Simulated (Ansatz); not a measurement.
C4H6F4 can be A, `FCC(CF)C(F)F`, or B, `FCC(F)(CF)CF`.

Computed with Ansatz on PBE0-D4/def2-TZVP structures; ΔE is electronic, products minus reactants. CBS: MP2 limit from def2 TZ/QZ plus the TZ coupled-cluster correction, frozen cores. DFT in def2-TZVPP. Each species was taken in one conformer, which may not be the lowest.

(1) Which is lower in electronic energy at CCSD(T)/CBS, and by how much? (Estimate.)

(2) Give E(B) − E(A) in kJ/mol with CCSD(T)/def2-SVP, ωB97M-V, CCSD(T)/def2-TZVPP, LDA (SPW92), MP2/def2-TZVPP, CCSD/def2-TZVPP, PBE0-D4. (An estimate is asked.)

(3) Does the order hold for the free energy at 298.15 K (harmonic terms from PBE0-D4)? (An estimate is asked.)

Largest T1 diagnostic: 0.011.

Results:

(1) Computed: A, by 32.4 kJ/mol.

(2) Ansatz gave: CCSD(T)/def2-SVP 36.4, ωB97M-V 32.2, CCSD(T)/def2-TZVPP 33.4, LDA (SPW92) 34.5, MP2/def2-TZVPP 35.8, CCSD/def2-TZVPP 33.4, PBE0-D4 34.6. None reverses the order clearly.

(3) Ansatz gave: Yes: G(B) − G(A) = +31.5 kJ/mol, for one conformer each.

At CCSD(T), def2-SVP lies +4.0 kJ/mol from the extrapolated value and def2-TZVPP +1.0 kJ/mol. Leaving LDA and LC-ωPBE aside and taking each functional with its dispersion term where it has one, the values, not all of them listed here, spread over 6.2 kJ/mol, from BLYP-D4 to PBE-QIDH.
